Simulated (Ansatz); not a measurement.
Start from `[NH]=[Nb]([F])([F])[Cl]` and change one element to get `[NH]=[V]([F])([F])[Cl]`.

Ansatz, PBE0-D4/def2-TZVP geometries, multiplicity 1. Each molecule was computed in one conformer, which needn't be the lowest.

Elements past krypton have def2 core potentials. Scalar relativity is left out up to krypton.

| property | `[NH]=[Nb]([F])([F])[Cl]` |
| --- | --- |
| HOMO energy (PBE0/def2-TZVPP) / eV | -8.80 |
| ideal-gas entropy at 298 K and 1 bar (rigid rotor, harmonic PBE0-D4/def2-TZVP) / J/(mol·K) | 348 |
| HOMO energy (PBE/def2-TZVPP) / eV | -7.40 |
| size of the dipole moment (PBE/def2-TZVPP) / D | 1.22 |
| HOMO energy (B3LYP/def2-TZVPP) / eV | -8.54 |
| size of the dipole moment (ωB97M-V/def2-TZVPP) / D | 1.33 |

Give the same properties after the change, and the shifts. (Estimate.)

The calculation gave: 
```json
{"property": "HOMO energy (PBE0/def2-TZVPP) / eV", "`[NH]=[V]([F])([F])[Cl]`": "-9.11", "shift": "-0.31"}
{"property": "ideal-gas entropy at 298 K and 1 bar (rigid rotor, harmonic PBE0-D4/def2-TZVP) / J/(mol·K)", "`[NH]=[V]([F])([F])[Cl]`": "339", "shift": "-9"}
{"property": "HOMO energy (PBE/def2-TZVPP) / eV", "`[NH]=[V]([F])([F])[Cl]`": "-7.67", "shift": "-0.27"}
{"property": "size of the dipole moment (PBE/def2-TZVPP) / D", "`[NH]=[V]([F])([F])[Cl]`": "2.11", "shift": "0.89"}
{"property": "HOMO energy (B3LYP/def2-TZVPP) / eV", "`[NH]=[V]([F])([F])[Cl]`": "-8.86", "shift": "-0.32"}
{"property": "size of the dipole moment (ωB97M-V/def2-TZVPP) / D", "`[NH]=[V]([F])([F])[Cl]`": "2.56", "shift": "1.23"}
```

With PBE0 the HOMO falls by 0.31 eV and the LUMO falls by 1.37 eV, so the gap narrows by about 1.06 eV. PBE moves the HOMO by -0.27 eV and ωB97M-V by -0.31 eV. Dipoles are sizes alone; their direction can turn.

Positive LUMOs are unbound, so they and the gaps depend on the basis.

B3LYP here is the variant with VWN-RPA as its local correlation; programs differ in this.
